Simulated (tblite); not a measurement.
C₆H₅FNO (doublet state).
Cartesian coordinates in Å at the GFN2-xTB level; atoms count from 1:
```xyz
14
C6H5FNO angstrom
N      1.903    0.787   -2.146
C      1.494    0.574   -1.100
C      0.946    0.330    0.220
C     -0.196    1.293    0.426
C     -1.459    0.925    0.182
O     -1.830   -0.307   -0.222
C     -0.859   -1.222   -0.386
F     -1.372   -2.455   -0.577
C      0.439   -1.121    0.332
H      1.742    0.509    0.952
H      0.031    2.301    0.722
H     -2.306    1.585    0.277
H      0.318   -1.370    1.398
H      1.149   -1.829   -0.100
```

Level: GFN2-xTB in tblite, geometry and Hessian alike; calculated harmonic values, unscaled, isolated species. Against measured fundamentals such values can be off by several per cent, at times by over 20. One conformer, not necessarily the lowest. Open shells enter through the occupations alone, without spin polarisation, and single modes of such species can be off by tens of per cent.

Harmonic wavenumbers (cm⁻¹): 66.5, 96.9, 171.4, 239.5, 299.8, 349.2, 400.4, 438.6, 465.0, 558.3, 605.0, 742.3, 779.5, 825.7, 831.7, 915.9, 927.2, 1028.4, 1032.1, 1105.7, 1137.7, 1160.3, 1207.1, 1233.7, 1247.4, 1287.3, 1310.1, 1326.8, 1440.5, 1631.2, 2402.8, 2846.7, 2920.3, 2987.4, 3107.8, 3141.1.

A = 2593, B = 1416, C = 1130 MHz; mass 126.036 u (most abundant isotopes); point group C1, symmetry number 1; spin multiplicity 2.

Q: Zero-point energy?

A: Half the sum of the wavenumbers: 21134 cm⁻¹ = 60.42 kcal/mol.

Q: Entropy at 200 K, 1 bar (ideal gas, RRHO, classical rotation)?

A: Translation 38.45, rotation 27.55, vibration 12.18, spin (R ln 2) 1.38: S = 79.6 cal/(mol K).

Q: And Cp and H(200 K) − H(0)?

A: Cp = 23.06 cal/(mol K), of which vibrations give 15.11 (their classical limit is 36 R = 71.5); H(200 K) − H(0) = 3.00 kcal/mol without the zero-point energy, 1.41 from vibrations.

Q: Which modes carry the vibrational entropy at 200 K?

A: 66.5 cm⁻¹: 3.47; 96.9 cm⁻¹: 2.74; 171.4 cm⁻¹: 1.69; 239.5 cm⁻¹: 1.13; 299.8 cm⁻¹: 0.81; 349.2 cm⁻¹: 0.61 cal/(mol K); the other 30 give 1.73 together.

Q: How do the functions run with temperature in this model?

A: 
```json
{"T (K)": "150", "S (cal/(mol K))": "73.5", "Cp (cal/(mol K))": "19.0", "H − H(0) (kcal/mol)": "1.95", "G − H(0) (kcal/mol)": "-9.09", "ln q(vib)": "1.73"}
{"T (K)": "250", "S (cal/(mol K))": "85.2", "Cp (cal/(mol K))": "27.2", "H − H(0) (kcal/mol)": "4.25", "G − H(0) (kcal/mol)": "-17.04", "ln q(vib)": "3.49"}
{"T (K)": "298.15", "S (cal/(mol K))": "90.3", "Cp (cal/(mol K))": "31.3", "H − H(0) (kcal/mol)": "5.66", "G − H(0) (kcal/mol)": "-21.26", "ln q(vib)": "4.38"}
{"T (K)": "400", "S (cal/(mol K))": "100.6", "Cp (cal/(mol K))": "39.2", "H − H(0) (kcal/mol)": "9.26", "G − H(0) (kcal/mol)": "-30.99", "ln q(vib)": "6.31"}
{"T (K)": "600", "S (cal/(mol K))": "118.8", "Cp (cal/(mol K))": "50.6", "H − H(0) (kcal/mol)": "18.33", "G − H(0) (kcal/mol)": "-52.98", "ln q(vib)": "10.13"}
{"T (K)": "900", "S (cal/(mol K))": "141.5", "Cp (cal/(mol K))": "60.8", "H − H(0) (kcal/mol)": "35.20", "G − H(0) (kcal/mol)": "-92.16", "ln q(vib)": "15.61"}
```

q(vib) and H(0) count from the zero-point level.

Q: Blend soft modes into free rotors: weight 1/[1 + (100 cm⁻¹/ν̃)⁴] for the oscillator and the rest for a rotor with moment μB/(μ + B), μ = h/(8π²ν), B = 10⁻⁴⁴ kg m². What vibrational entropy results?

A: 11.59 cal/(mol K) in place of 12.18, which changes −T·S at 200 K by +0.12 kcal/mol.

Q: What must be added to the electronic energy to get the Gibbs energy at 200 K and 1 bar?

A: ZPE + [H(200 K) − H(0)] − T·S = 60.42 + 3.00 − 15.91 = 47.51 kcal/mol.

Hindered rotation and anharmonicity are outside this model. Other conformers, if any are populated, would add a mixing term that is left out. The structure is chiral; the term R ln 2 for an equal mix with its mirror image is left out.

On one thread, Arm Neoverse V1 (aarch64), shared host with 32 logical CPUs at a one-minute load of 7.6, this took 0.42 s. This covers the Hessian and the dipole derivatives.
